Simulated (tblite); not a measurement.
Task: What does the GFN2-xTB structure of `COCPC1=CCCC1` look like in three dimensions?

Result: 
Z-matrix in Å and degrees, rows numbered from 1:
```
C 
O   1  1.4039
C   2  1.4020  1  113.25
P   3  1.8667  2  108.35  1  -178.04
C   4  1.8193  3   97.82  2    55.92
C   5  1.3289  4  124.86  3    94.83
C   6  1.4974  5  112.35  4   179.10
C   7  1.5401  6  103.69  5     9.59
C   5  1.5055  4  123.43  3   -87.23
H   1  1.0885  2  106.78  3  -179.12
H   1  1.0973  2  111.12  3   -59.74
H   1  1.0972  2  111.15  3    61.46
H   3  1.1026  2  111.20  1    62.18
H   3  1.1023  2  111.53  1   -58.18
H   4  1.3972  3   92.96  2   -39.44
H   6  1.0772  5  125.79  4     0.37
H   7  1.0940  6  109.80  5  -109.83
H   7  1.0915  6  112.08  5   130.91
H   8  1.0889  7  111.87  6  -137.80
H   8  1.0905  7  109.69  6   102.44
H   9  1.0939  5  109.60  4   -69.76
H   9  1.0900  5  111.25  4    49.58
```

The 5-membered ring C5–C6–C7–C8–C9 has internal angles of 103.7° to 112.4°; it is puckered, 0.07 Å rms from its mean plane, widest ring torsion 16°. The C–P distances run from 1.819 Å (P4–C5, drawn single) to 1.867 Å (C3–P4, drawn single), a spread of 0.048 Å. Of the pairs four or more bonds apart, O2···H22 is among the closest relative to their van der Waals radii: 2.56 Å, 94 % of the sum of Bondi's values. P4 (phosphine phosphorus) is pyramidal (angles 97.8°, 94.9° and 93.0°, sum 285.7°, 0.87 Å off the plane of its three neighbours).

Computed geometry: GFN2-xTB, gas phase.

Point group: C1 (no symmetry element, even within 0.4 Å). Its GFN2-xTB frequencies are all real (lowest 27 cm⁻¹). One conformer, not necessarily the lowest (C1–O2–C3–P4 -178°, O2–C3–P4–C5 56°, C3–P4–C5–C6 95°, C5–C6–C7–C8 10°, C6–C7–C8–C9 -16°, C7–C8–C9–C5 16°, P4–C5–C9–C8 171°). 3 starts were optimised and ended at 0.00, 0.65 and 1.44 kcal/mol (GFN2-xTB); the lowest of these is shown.
